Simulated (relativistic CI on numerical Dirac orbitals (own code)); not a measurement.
## Electric-dipole transitions in La VIII

Computed by Dirac-Coulomb-Breit CI, KLI orbitals optimised for each configuration, QED by a radiative potential, unscaled Slater integrals (own radial code, finite nucleus).

CI space (outside the closed core [Kr] 4d10): 5s²5p², 5s²5p4f, 5s5p³, 5s²5p5d, 5p⁴, 5s5p²5d, 5s²4f5d, 5s5p²4f, 5s5p4f², 5s²5p5f, 5p³4f, 5s²4f6s, 5s²5p5g, 5s²4f², 5s4f²5d, 5s4f³, 5s²5d², 5s5d³, 5s4f5d², 5p²4f², 5p4f³, 5p4f²5d, 5p4f²5f. Double excitations out of closed p, d and f shells are left out; levels of such configurations are missing from the list, as are those of other unlisted configurations, and high levels can miss mixing partners.

| λ vac (nm) | Lower | Upper | A (s⁻¹) | log gf | S velocity/length |
| --- | --- | --- | --- | --- | --- |
| 35.566 | 5s²5p² ³P2 [3] | 5s²5p5d ¹F°3 [88] | 1.81e+10 | 0.38 | 0.87 |
| 36.248 | 5s²5p² ³P0 [1] | 5s5p²4f ³D°1 [60] | 1.93e+10 | 0.06 | 0.87 |
| 38.219 | 5s5p³ ⁵S°2 [10] | 5s5p²5d ⁵P1 [193] | 6.00e+10 | 0.60 | 0.72 |
| 38.396 | 5s²5p² ³P2 [3] | 5s²5p5d ³D°3 [72] | 1.91e+10 | 0.47 | 0.89 |
| 38.428 | 5s²5p² ³P2 [3] | 5s²5p5d ³D°2 [68] | 1.89e+10 | 0.32 | 0.88 |
| 38.453 | 5s²5p² ¹D2 [4] | 5s5p²4f ³D°3 [90] | 2.69e+10 | 0.62 | 0.84 |
| 38.535 | 5s5p³ ⁵S°2 [10] | 5s5p²5d ⁵P2 [186] | 5.52e+10 | 0.79 | 0.72 |
| 38.563 | 5s²5p² ³P2 [3] | 5s5p²4f ¹F°3 [67] | 8.52e+09 | 0.12 | 0.90 |
| 38.589 | 5s²5p² ³P0 [1] | 5s5p²4f ³D°1 [45] | 1.90e+10 | 0.10 | 0.91 |
| 38.976 | 5s²5p² ¹D2 [4] | 5s²5p5d ¹F°3 [88] | 1.58e+10 | 0.40 | 0.91 |
| 39.017 | 5s²5p² ¹S0 [5] | 5s5p²4f ¹P°1 [100] | 3.02e+10 | 0.31 | 0.83 |
| 39.058 | 5s5p³ ⁵S°2 [10] | 5s5p²5d ⁵P3 [177] | 4.50e+10 | 0.86 | 0.72 |
| 40.151 | 5s²5p4f ³F4 [9] | 5s²4f5d ³H°5 [153] | 1.48e+10 | 0.59 | 0.76 |
| 40.206 | 5s²5p² ³P1 [2] | 5s²5p5d ³P°2 [54] | 1.54e+10 | 0.27 | 0.84 |
| 41.385 | 5s²5p² ³P2 [3] | 5s²5p5d ³P°2 [54] | 1.36e+10 | 0.24 | 0.86 |
| 41.609 | 5s²5p² ¹D2 [4] | 5s²5p5d ¹D°2 [79] | 2.62e+10 | 0.53 | 0.86 |
| 43.999 | 5s²5p4f ³G3 [6] | 5s5p²4f ¹G°4 [113] | 1.18e+10 | 0.49 | 0.76 |
| 44.021 | 5s²5p4f ³G5 [13] | 5s²4f5d ³H°6 [155] | 1.95e+10 | 0.87 | 0.74 |
| 44.028 | 5s²5p4f ³F4 [12] | 5s²4f5d ³G°5 [148] | 1.37e+10 | 0.64 | 0.74 |
| 45.840 | 5s²5p4f ³F4 [9] | 5s5p²4f ³G°5 [108] | 1.02e+10 | 0.55 | 0.77 |
| 46.337 | 5s²5p² ³P2 [3] | 5s5p³ ³S°1 [30] | 2.26e+10 | 0.34 | 0.83 |
| 48.651 | 5s²5p4f ³G5 [13] | 5s5p²4f ³F°4 [118] | 1.30e+10 | 0.62 | 0.65 |
| 48.956 | 5s²5p4f ³D3 [14] | 5s5p²4f ³F°4 [118] | 1.02e+10 | 0.52 | 0.82 |
| 50.716 | 5s²5p4f ³G3 [6] | 5s5p²4f ³F°2 [98] | 1.21e+10 | 0.37 | 0.56 |
| 50.979 | 5s²5p4f ³F4 [9] | 5s5p²4f ¹F°3 [99] | 1.30e+10 | 0.55 | 0.62 |
| 51.529 | 5s²5p4f ³G5 [13] | 5s5p²4f ³G°5 [108] | 1.44e+10 | 0.80 | 0.85 |
| 51.851 | 5s²5p4f ³F4 [12] | 5s5p²4f ³G°4 [103] | 8.89e+09 | 0.51 | 0.74 |
| 52.002 | 5s²5p4f ³F3 [7] | 5s5p²4f ³F°4 [96] | 8.78e+09 | 0.51 | 0.64 |
| 52.539 | 5s²5p4f ³F4 [9] | 5s5p²4f ³F°4 [96] | 5.89e+09 | 0.34 | 0.59 |
| 53.079 | 5s²5p4f ¹G4 [17] | 5s5p²4f ¹G°4 [113] | 9.73e+09 | 0.57 | 0.86 |

Terms are leading LS components. Brackets give the number of a level in order of energy, since labels repeat. The list gives strong lines, with weight on those to low levels, among the lowest 200 of 2749 levels, so that lines to higher ones, which can be the strongest, are missing. Levels whose partners in the same complex of configurations lie outside the list can be far off, and so can their lines. Rates are taken at the computed energies, electric ones in the length gauge. A velocity-to-length ratio far from 1 marks an uncertain rate.

At this charge configurations can still be misplaced by up to about 7 % of their energy. Levels and lines within the n = 5 or 6 shells can be off by up to 10 % or somewhat more, and those that change n by about 2 %, since core polarisation is missing. Levels that differ in their count of f electrons can be misplaced by several ten thousand cm⁻¹, since the correlation energy of f electrons is missing or only estimated; rates across such gaps can be off by orders of magnitude.

LS names give the leading component of a level, which can be under half, so a name can repeat, a term be missing and a line seem to break the LS rules.
